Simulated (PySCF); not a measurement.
Molecule: `C[C@@H]1C[C@@H]2C=C[C@H]1C2`, C8H12.

Bonds (- single, = double, # triple, : aromatic): C1-C2, C2-C3, C3-C4, C4-C5, C5=C6, C6-C7, C7-C8, C7-C2, C8-C4. C1 carries H9, H10, H11; C2 carries H12; C3 carries H13, H14; C4 carries H15; C5 carries H16; C6 carries H17; C7 carries H18; C8 carries H19, H20. Stereochemistry as in C[C@@H]1C[C@@H]2C=C[C@H]1C2. H14, H20 are cis to C1 on the ring; H13, H19 are trans to C1 on the ring.

Frames of a GFN2-xTB Langevin trajectory at 300 K; GIAO PBE0/pcSseg-1 shieldings in PySCF, gas phase, non-relativistic; equivalent atoms averaged within each frame.

Chemical shifts δ = σref − σ; $^{13}$C (186.93 ppm) and $^{1}$H (31.72 ppm) vs TMS, all at this level. The references are static minima.

**Question.** How do the shifts (ppm) fluctuate along the trajectory?

**Answer.** 
```tsv
time (fs)	C5	C6	C7	C8	C4	C2	C3	C1	H17	H16
250	144.3	139.9	52.0	51.6	47.3	36.4	32.4	26.9	6.56	6.32
425	148.4	150.4	59.4	53.1	46.3	35.1	41.4	20.3	7.09	6.40
625	141.6	140.6	56.2	55.7	44.6	35.2	40.2	20.6	6.14	6.59
800	155.5	145.1	50.3	62.9	49.9	35.4	37.4	24.8	7.10	6.76
1000	147.2	144.7	54.2	61.9	49.5	35.0	30.6	22.1	5.86	6.55
mean of frames	147.4	144.1	54.4	57.0	47.5	35.4	36.4	23.0	6.55	6.52
standard deviation	5.2	4.2	3.6	5.1	2.2	0.6	4.7	2.8	0.56	0.17
```

5 frames give an uncertainty of the mean of about the standard deviation over 2.2 at best, since frames this close in time may not be independent; classical motion lacks zero-point vibration, and the reference would need the same averaging.
